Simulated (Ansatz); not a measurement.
C₂H₄BBrS, SMILES `CB(Br)C=S`. The species carries charge 0 and has multiplicity 1. The geometry is a stationary point of PBE0-D4/def2-TZVP. It is one conformer, not always the lowest.

```xyz
9

C    -0.250   -1.052   -0.662
B     0.469    0.164   -0.029
Br    2.274    0.617   -0.532
C    -0.139    1.120    1.030
S    -1.430    1.977    0.569
H    -0.009   -1.934   -0.053
H     0.084   -1.270   -1.677
H    -1.335   -0.933   -0.640
H     0.336    1.311    1.996
```

(1) What is the dipole moment at PBE/def2-TZVPP? (An estimate is asked.)

(2) And with r2SCAN, B3LYP, ωB97M-V? (Best estimate.)

(3) Give the Mulliken charges with PBE, ωB97M-V, r2SCAN in def2-TZVPP. (Estimate.)

## Answers

(1) Ansatz gave: 1.49 D, with components (0.12, -1.39, 0.53) D in this frame, pointing from negative to positive charge.

(2) Ansatz gave: r2SCAN 1.63 D, B3LYP 1.56 D, ωB97M-V 1.57 D.

(3) Computed: 
```csv
atom,PBE,ωB97M-V,r2SCAN
C1,-0.29,-0.30,-0.21
B2,0.04,0.01,0.11
Br3,-0.06,-0.06,-0.06
C4,-0.01,-0.06,-0.04
S5,-0.14,-0.10,-0.13
H6,0.11,0.12,0.08
H7,0.11,0.12,0.08
H8,0.11,0.12,0.08
H9,0.12,0.15,0.10
```

B3LYP here is the variant with VWN-RPA as its local correlation; programs differ in this.
